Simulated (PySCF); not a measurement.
**Exercise with solution: chemical shift, span and skew from a shielding tensor**

Si(F)2(vinyl)(OH) (C2H4F2OSi), SMILES C(=C)[Si](F)(O)F. Atoms are numbered in the order given.

```xyz
10

C     -0.0566     2.4339     0.0000
C      0.7229     1.3436     0.0000
Si     0.0242    -0.3536     0.0000
O     -1.6135    -0.2602     0.0000
F      0.5375    -1.2126    -1.2727
F      0.5375    -1.2126     1.2727
H     -1.1485     2.3552     0.0000
H      0.3626     3.4460     0.0000
H      1.8130     1.4666     0.0000
H     -2.1303    -1.0741     0.0000
```

The structure is a stationary point at B3LYP-D3(BJ)/def2-SVP. This is a generated structure with no PubChem entry under its InChIKey; it may be hypothetical. The values are those of a single conformer.

GIAO shieldings from PBE/pcSseg-1 (PySCF), non-relativistic, no solvent. The symmetric part of the tensor of Si3 has the principal values 362.2, 389.6, 415.0 ppm. The same nucleus in TMS has σ = 335.4 ppm at this level (PySCF, at its B3LYP-D3(BJ)/def2-TZVP geometry).

Task: Work out the isotropic shielding, the ²⁹Si shift against TMS, the span and the skew.

Result: 
σ(iso) = (σ11 + σ22 + σ33)/3 = 388.9 ppm. δ = σ(ref) − σ(iso) = 335.4 − (388.9) = -53.5 ppm.
Span Ω = σ33 − σ11 = 52.8 ppm. Skew κ = 3(σ(iso) − σ22)/Ω = -0.04. Tumbling in solution averages the tensor to δ; in a static solid the shielding alone would spread this spin-1/2 line over Ω.
